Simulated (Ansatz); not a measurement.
Cartesian coordinates in Å:
```
N -0.803 -2.320 -0.745
Al -0.213 -0.669 -0.814
S 0.188 0.265 -2.741
O 0.042 0.189 0.611
Si 0.452 1.417 1.590
H -0.982 -2.903 -1.545
H -1.009 -2.813 0.107
H 0.577 1.414 -2.162
H -0.716 1.823 2.415
H 0.903 2.593 0.794
H 1.559 1.003 2.491
```

Total charge 0; spin multiplicity 1.

Question: List the PBE0/def2-TZVPP orbital energies in eV (Ansatz 0.2.0). (An estimate is asked.)

Answer: Computed: Occupied: -2422.13, -1802.90, -1528.01, -522.41, -390.70, -217.51, -161.34, -161.24, -161.17, -145.14, -113.87, -99.83, -99.79, -99.79, -73.96, -73.85, -73.80, -27.22, -23.30, -20.07, -15.49, -13.57, -12.73, -11.84, -11.10, -10.97, -10.96, -9.26, -8.90, -8.60, -7.92, -7.42. Lowest empty: -0.44, 0.51, 0.51, 0.84, 1.54, 1.81, 1.89, 2.04.
